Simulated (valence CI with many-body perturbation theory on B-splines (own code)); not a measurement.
# Pm19+: calculated level list

Method: relativistic CI+MBPT: six valence electrons over a frozen Dirac-Fock core [Kr], a basis of 7 s, 7 p, 8 d, 6 f, 4 g, 1 h functions for each j, with the one-electron correlation potential Σ1 (screened to all orders), the two-electron term Σ2, the three-electron term Σ3, Breit, model QED; selected single and double excitations, second order for the rest, scaled by the run's own slope (own B-spline code, finite nucleus).

No measured levels were compared; by estimate terms of the open shell hold to 2 to 4 % of their energy, and close levels can change places. Core correlation moves these levels by up to 9900 cm⁻¹, and in measured spectra 5 to 20 % of such shifts remained as error; rates that hang on mixing are uncertain with them. Among the levels kept, up to 1000 cm⁻¹ of a level comes from second order outside the variational space, and about a tenth of that is noise between levels of different J, which matters for small intervals. Only levels of the ground parity were solved; by the run's estimate the other parity begins above the list, which can be wrong where configurations are misplaced.

Levels 1 to 34 of 34, with energies above the lowest level, (4d3/2^4 4d5/2^2) J=4. "Leading %" is the weight of the configuration and term that name the level; weights of strongly mixed levels are sums over their largest components and can fall short. In the jj column 3d3/2^4 stands for four electrons in 3d with j = 3/2. Lifetimes count E1, E2, E3, M1 and M2 decay at the calculated energies, and are blank where another channel may lead or the interval is too uncertain; long ones can be off by a factor of two.

```tsv
No.	Configuration	Term	J	E (cm⁻¹)	Leading %	Leading jj	Second component	Lifetime
1	4d6	5D	4	0.0	65	4d3/2^4 4d5/2^2 (74 %)	26 % 4d6 3F	
2	4d6	3P	2	15001	38	4d3/2^4 4d5/2^2 (78 %)	37 % 4d6 5D	844 s
3	4d6	5D	3	28334	84	4d3/2^3 4d5/2^3 (83 %)	10 % 4d6 3F	1.47 ms
4	4d6	5D	0	33870	56	4d3/2^4 4d5/2^2 (48 %)	29 % 4d6 3P	89.7 s
5	4d6	5D	1	37222	71	4d3/2^3 4d5/2^3 (84 %)	21 % 4d6 3P	1.86 ms
6	4d6	3H	4	43553	25	4d3/2^3 4d5/2^3 (73 %)	22 % 4d6 5D	849 μs
7	4d6	3G	5	56654	54	4d3/2^3 4d5/2^3 (98 %)	45 % 4d6 3H	4.68 ms
8	4d6	3H	6	57550	77	4d3/2^3 4d5/2^3 (95 %)	22 % 4d6 1I	
9	4d6	3F	2	66044	42	4d3/2^3 4d5/2^3 (58 %)	27 % 4d6 1D	728 μs
10	4d6	3F	3	68268	38	4d3/2^3 4d5/2^3 (87 %)	34 % 4d6 3G	879 μs
11	4d6	3P	2	73390	35	4d3/2^2 4d5/2^4 (61 %)	32 % 4d6 5D	393 μs
12	4d6	3D	1	87552	62	4d3/2^3 4d5/2^3 (76 %)	27 % 4d6 3P	909 μs
13	4d6	3H	4	87641	38	4d3/2^3 4d5/2^3 (49 %)	32 % 4d6 3G	1.04 ms
14	4d6	1S	0	89419	53	4d3/2^2 4d5/2^4 (69 %)	35 % 4d6 5D	237 μs
15	4d6	3D	2	91397	53	4d3/2^3 4d5/2^3 (55 %)	29 % 4d6 3P	1.08 ms
16	4d6	3F	4	93269	42	4d3/2^2 4d5/2^4 (69 %)	22 % 4d6 3G	442 μs
17	4d6	3P	0	94848	92	4d3/2^3 4d5/2^3 (56 %)	7 % 4d6 1S	5.14 ms
18	4d6	3D	3	98106	53	4d3/2^3 4d5/2^3 (54 %)	34 % 4d6 3F	522 μs
19	4d6	3H	5	98778	54	4d3/2^2 4d5/2^4 (98 %)	45 % 4d6 3G	775 μs
20	4d6	1F	3	105030	59	4d3/2^3 4d5/2^3 (56 %)	32 % 4d6 3F	731 μs
21	4d6	3G	3	108350	52	4d3/2^2 4d5/2^4 (82 %)	34 % 4d6 3F	624 μs
22	4d6	1I	6	108600	77	4d3/2^2 4d5/2^4 (95 %)	22 % 4d6 3H	941 μs
23	4d6	3P	1	120390	69	4d3/2^2 4d5/2^4 (71 %)	29 % 4d6 3D	545 μs
24	4d6	1G	4	125460	63	4d3/2^2 4d5/2^4 (69 %)	24 % 4d6 3F	586 μs
25	4d6	1D	2	125600	46	4d3/2^2 4d5/2^4 (74 %)	28 % 4d6 3P	447 μs
26	4d6	3P	1	139110	80	4d3/2 4d5/2^5 (70 %)	18 % 4d6 5D	121 μs
27	4d6	3F	2	147010	82	4d3/2^2 4d5/2^4 (88 %)	8 % 4d6 3D	293 μs
28	4d6	3F	4	148620	71	4d3/2^2 4d5/2^4 (68 %)	11 % 4d6 1G	292 μs
29	4d6	1G	4	170460	71	4d3/2 4d5/2^5 (55 %)	15 % 4d6 3F	195 μs
30	4d6	3P	2	174060	59	4d3/2 4d5/2^5 (78 %)	19 % 4d6 1D	207 μs
31	4d6	3F	3	176060	49	4d3/2 4d5/2^5 (86 %)	27 % 4d6 1F	229 μs
32	4d6	3P	0	183490	54	4d5/2^6 (74 %)	37 % 4d6 1S	133 μs
33	4d6	1D	2	194040	92	4d3/2^2 4d5/2^4 (84 %)		313 μs
34	4d6	1S	0	248640	86	4d3/2^2 4d5/2^4 (71 %)	12 % 4d6 3P	98.9 μs
```

Where two levels of one J and parity lie close, their mixing, g and order are uncertain.

The ionisation energy to 4d5 6S_5/2 of the next ion comes out as 570.75 eV (NIST: 569 ± 4 eV (theoretical)). All 34 levels together are meant to be complete up to 258850 cm⁻¹.
